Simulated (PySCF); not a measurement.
C2HBN2O2 (SMILES O=C=NBN=C=O), singlet, at a GFN2-xTB geometry. Base run: M062X/6-31G (PySCF).

Input for PySCF:
```python
from pyscf import gto, scf, dft, solvent

mol = gto.M(
    atom='''
B    -1.06922252   -0.51726151   -0.68138986
H    -1.97971123   -0.95773182   -1.26162247
N    -0.91896835    0.87105087   -0.56583089
C    -0.48415174    1.93983586   -0.27580973
O    -0.13901018    3.01559125   -0.04217830
N    -0.12747686   -1.37729333   -0.10104353
C     0.82378072   -1.77553236    0.49224713
O     1.71565598   -2.25285180    1.04693684
''',
    basis='6-31g',
    verbose=4,
)

mf = dft.RKS(mol)
mf.xc = 'm062x'
mf.kernel()
```

Variants of this job, named by their change:

```json
[
 {"change": "base", "ΔE vs base (kJ/mol)": "0.00", "dipole (D)": "1.25", "HOMO-LUMO gap (eV)": "9.10"},
 {"change": "model = IEF-PCM; solvent = dimethylsulfoxide; lebedev_order = 41", "ΔE vs base (kJ/mol)": "-19.27", "dipole (D)": "1.59", "HOMO-LUMO gap (eV)": "9.17"},
 {"change": "model = C-PCM; solvent = dimethylsulfoxide", "ΔE vs base (kJ/mol)": "-19.49", "dipole (D)": "1.59", "HOMO-LUMO gap (eV)": "9.17"},
 {"change": "model = IEF-PCM; solvent = water", "ΔE vs base (kJ/mol)": "-19.53", "dipole (D)": "1.60", "HOMO-LUMO gap (eV)": "9.17"},
 {"change": "model = IEF-PCM; solvent = dimethylsulfoxide; vdw_scale = 1.1", "ΔE vs base (kJ/mol)": "-26.7", "dipole (D)": "1.68", "HOMO-LUMO gap (eV)": "9.19"},
 {"change": "model = ddCOSMO; solvent = dimethylsulfoxide", "ΔE vs base (kJ/mol)": "-17.10", "dipole (D)": "1.56", "HOMO-LUMO gap (eV)": "9.16"},
 {"change": "model = IEF-PCM; solvent = dimethylsulfoxide; lebedev_order = 11", "ΔE vs base (kJ/mol)": "-18.86", "dipole (D)": "1.60", "HOMO-LUMO gap (eV)": "9.16"},
 {"change": "model = IEF-PCM; solvent = n-hexane", "ΔE vs base (kJ/mol)": "-6.77", "dipole (D)": "1.39", "HOMO-LUMO gap (eV)": "9.12"},
 {"change": "model = COSMO; solvent = dimethylsulfoxide", "ΔE vs base (kJ/mol)": "-19.26", "dipole (D)": "1.59", "HOMO-LUMO gap (eV)": "9.16"},
 {"change": "model = IEF-PCM; solvent = dimethylsulfoxide; vdw_scale = 1.0", "ΔE vs base (kJ/mol)": "-38.5", "dipole (D)": "1.79", "HOMO-LUMO gap (eV)": "9.22"},
 {"change": "model = IEF-PCM; solvent = dimethylsulfoxide", "ΔE vs base (kJ/mol)": "-19.24", "dipole (D)": "1.59", "HOMO-LUMO gap (eV)": "9.16"},
 {"change": "model = IEF-PCM; solvent = dimethylsulfoxide; r_probe = 0.5", "ΔE vs base (kJ/mol)": "-8.24", "dipole (D)": "1.44", "HOMO-LUMO gap (eV)": "9.13"}
]
```

The base is the gas phase, so ΔE is the electrostatic part of solvation at a fixed geometry, without cavity and dispersion terms.
